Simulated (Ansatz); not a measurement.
Mulliken charges of CH4AlBrO, SMILES `[CH3][Al]([OH])[Br]` from r2SCAN/def2-TZVPP in Ansatz (PBE0-D4/def2-TZVP geometry).

| atom | x (Å) | y (Å) | z (Å) | charge (e) |
| --- | --- | --- | --- | --- |
| C1 | 0.043 | 1.298 | -0.084 | -0.385 |
| Al2 | -0.088 | -0.627 | -0.128 | 0.650 |
| O3 | 0.531 | -1.567 | 1.131 | -0.421 |
| Br4 | -1.072 | -1.702 | -1.864 | -0.271 |
| H5 | -0.950 | 1.755 | -0.129 | 0.076 |
| H6 | 0.542 | 1.641 | 0.824 | 0.083 |
| H7 | 0.602 | 1.668 | -0.948 | 0.076 |
| H8 | 0.484 | -2.522 | 1.143 | 0.193 |

Q: By hand: the dipole of these point charges (1 e Å = 4.8032 D).

A: Σ q r = (0.105, 0.123, 0.185) e Å, of length 0.246 e Å = 1.18 D.

Q: How does the dipole of the full density compare? (Estimate.)

A: The calculation gave: (0.074, 0.080, 0.130) e Å, 0.81 D; the point charges give 1.46 times that, at 2° from its direction.

Point charges leave out the atoms' own dipoles, such as those of lone pairs, and Mulliken's split depends on the basis, so the two needn't agree.
